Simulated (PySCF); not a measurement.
## Gallium: a sound run and one with changed settings

Sound run: Ga⁺ [Ar] 3d10 4s2, Ga²⁺ [Ar] 3d10 4s1. All numbers are calculated (PySCF 2.14, the non-relativistic Hamiltonian (point nucleus), in 6-31G*). The sound run starts from symmetry-adapted Hartree-Fock orbitals and uses a fine grid where one is needed.

A second run was set up differently.

| species | method | sound run (hartree) | changed run (hartree) | converged |
| --- | --- | --- | --- | --- |
| Ga⁺ | UHF | -1922.73879 | -1922.73879 | yes |
| Ga⁺ | TPSS | -1924.29716 | -1927.29867 | yes |
| Ga⁺ | PBE0 | -1924.05617 | -1925.65066 | yes |
| Ga²⁺ | UHF | -1922.05571 | -1922.05571 | yes |
| Ga²⁺ | TPSS | -1923.54930 | -1926.48835 | yes |
| Ga²⁺ | PBE0 | -1923.31114 | -1924.86687 | yes |

Ionisation energy of Ga⁺:

```json
{"method": "UHF", "sound run (eV)": "18.588", "changed run (eV)": "18.588"}
{"method": "TPSS", "sound run (eV)": "20.350", "changed run (eV)": "22.050"}
{"method": "PBE0", "sound run (eV)": "20.273", "changed run (eV)": "21.328"}
```

Task: What was changed?
A. all electrons correlated in a valence basis
B. too few SCF iterations
C. minimal basis
D. angular grid far too coarse

Result: D. It used 6 angular points. A coarse angular grid integrates products of high-l functions wrongly, so density functionals can shift, and the SCF can exploit the error; Hartree-Fock and MP2 need no grid.
